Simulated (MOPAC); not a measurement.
Job for MOPAC: PM6 on FHSTe (SMILES F[Te]S), a point of a torsion scan.

```
PM6 1SCF PRECISE CHARGE=0 THREADS=1
FHSTe

F      1.75663035 1    -0.64683448 1     0.18113148 1
Te     0.94426119 1     1.09003657 1    -0.30327142 1
S     -1.24826383 1     0.36021976 1     0.36988289 1
H     -1.78458912 1     1.52948142 1     0.04182540 1
```

The log:

```
*******************************************************************************
 **                                                                           **
 **                              MOPAC v23.2.5                                **
 **                                                                           **
 *******************************************************************************
 ** MOPAC's Digital Object Identifier: https://doi.org/10.5281/zenodo.6511958 **
 **                                                                           **
 ** Please cite the open-source release paper for use of this MOPAC version:  **
 ** J. E. Moussa and J. J. P. Stewart (2026)                                  **
 ** MOPAC: An open-source semiempirical molecular orbital program             **
 ** J. Open Source Softw., 11(119), 8025, https://doi.org/10.21105/joss.08025 **
 *******************************************************************************

                              PM6 CALCULATION RESULTS

 *******************************************************************************
 *  PM6        - The PM6 Hamiltonian to be used
 *
 *
 *
 *                 CHARGE ON SYSTEM = 0
 *
 *
 *
 *  PRECISE    - TIGHTER CRITERIA TO BE USED
 *  1SCF       - DO 1 SCF AND THEN STOP
 *  THREADS=1  - MULTI-THREADING NOT USED
 *  T=         - A TIME OF 172800.0 SECONDS REQUESTED
 *  DUMP=N     - RESTART FILE WRITTEN EVERY 7200.0 SECONDS REQUESTED
 *******************************************************************************
PM6 1SCF PRECISE CHARGE=0 THREADS=1
 FHSTe

   ATOM   CHEMICAL          X               Y               Z
  NUMBER   SYMBOL      (ANGSTROMS)     (ANGSTROMS)     (ANGSTROMS)

     1       F          1.75663035  *  -0.64683448  *   0.18113148  *
     2      Te          0.94426119  *   1.09003657  *  -0.30327142  *
     3       S         -1.24826383  *   0.36021976  *   0.36988289  *
     4       H         -1.78458912  *   1.52948142  *   0.04182540  *



          CARTESIAN COORDINATES

    NO.       ATOM           X           Y           Z

     1         F          1.7566     -0.6468      0.1811
     2        Te          0.9443      1.0900     -0.3033
     3         S         -1.2483      0.3602      0.3699
     4         H         -1.7846      1.5295      0.0418

 General Reference for PM6:
 "Optimization of Parameters for Semiempirical Methods V: Modification of NDDO Approximations
 and Application to 70 Elements", J. J. P. Stewart, J. Mol. Mod., 13, 1173-1213 (2007)
 URL: https://link.springer.com/article/10.1007/s00894-007-0233-4

           Empirical Formula: H F Te S  =     4 atoms



      MOLECULAR POINT GROUP   :   Cs


      RHF CALCULATION, NO. OF DOUBLY OCCUPIED LEVELS = 10


 -------------------------------------------------------------------------------
 PM6 1SCF PRECISE CHARGE=0 THREADS=1
 FHSTe



     1SCF WAS SPECIFIED, SO BFGS WAS NOT USED
     SCF FIELD WAS ACHIEVED


                              PM6 CALCULATION
                                                       MOPAC v23.2.5 Linux




          FINAL HEAT OF FORMATION =        -43.50472 KCAL/MOL =    -182.02376 KJ/MOL


          COSMO AREA              =        110.08 SQUARE ANGSTROMS
          COSMO VOLUME            =         98.77 CUBIC ANGSTROMS

          IONIZATION POTENTIAL    =          8.699994 EV
          HOMO LUMO ENERGIES (EV) =         -8.700 -2.022
          NO. OF FILLED LEVELS    =         10
          MOLECULAR WEIGHT        =        179.6663         POINT GROUP:  Cs

          MOLECULAR DIMENSIONS (Angstroms)

            Atom       Atom       Distance
            H     4    F     1     4.15885
            S     3   Te     2     1.91159
            H     4   Te     2     0.00000


          SCF CALCULATIONS        =          1





   ATOM   CHEMICAL          X               Y               Z
  NUMBER   SYMBOL      (ANGSTROMS)     (ANGSTROMS)     (ANGSTROMS)

     1       F          1.75663035  *  -0.64683448  *   0.18113148  *
     2      Te          0.94426119  *   1.09003657  *  -0.30327142  *
     3       S         -1.24826383  *   0.36021976  *   0.36988289  *
     4       H         -1.78458912  *   1.52948142  *   0.04182540  *

                             CARTESIAN COORDINATES

   1    F        1.756630350    -0.646834480     0.181131480
   2   Te        0.944261190     1.090036570    -0.303271420
   3    S       -1.248263830     0.360219760     0.369882890
   4    H       -1.784589120     1.529481420     0.041825400


           Empirical Formula: H F Te S  =     4 atoms



      MOLECULAR POINT GROUP   :   Cs


                  EIGENVALUES
 -72.07173 -38.74630 -29.47554 -15.27090 -15.26285 -14.36650 -13.10501 -11.09401
 -10.81560  -8.69999  -2.02151  -1.72559  -0.38237   0.81795   0.87324   0.95313
   0.96919   2.56879


              NET ATOMIC CHARGES AND DIPOLE CONTRIBUTIONS

  ATOM NO.   TYPE          CHARGE      No. of ELECS.   s-Pop       p-Pop       d-Pop
    1          F          -0.430901        7.4309     1.96778     5.46312
    2         Te           0.484749        5.5153     1.97819     3.53706
    3          S          -0.256960        6.2570     1.93293     4.19741     0.12662
    4          H           0.203112        0.7969     0.79689
 DIPOLE           X         Y         Z       TOTAL
 POINT-CHG.    -1.638     4.924    -1.497     5.401
 HYBRID        -0.027    -0.895     0.333     0.955
 SUM           -1.665     4.029    -1.164     4.512


          ATOMIC ORBITAL ELECTRON POPULATIONS

     Atom    s        px        py        pz      x^2-y^2     xz        z^2       yz        xy
    1  F   1.96778   1.89183   1.60304   1.96825
    2 Te   1.97819   0.88655   0.82106   1.82945
    3  S   1.93293   1.11143   1.22272   1.86326   0.03671   0.01249   0.01981   0.02272   0.03489
    4  H   0.79689

 **********************
 *                    *
 * JOB ENDED NORMALLY *
 *                    *
 **********************




 == MOPAC DONE ==
```

The run finished.

Cost: around 0.04 core-seconds (rough).
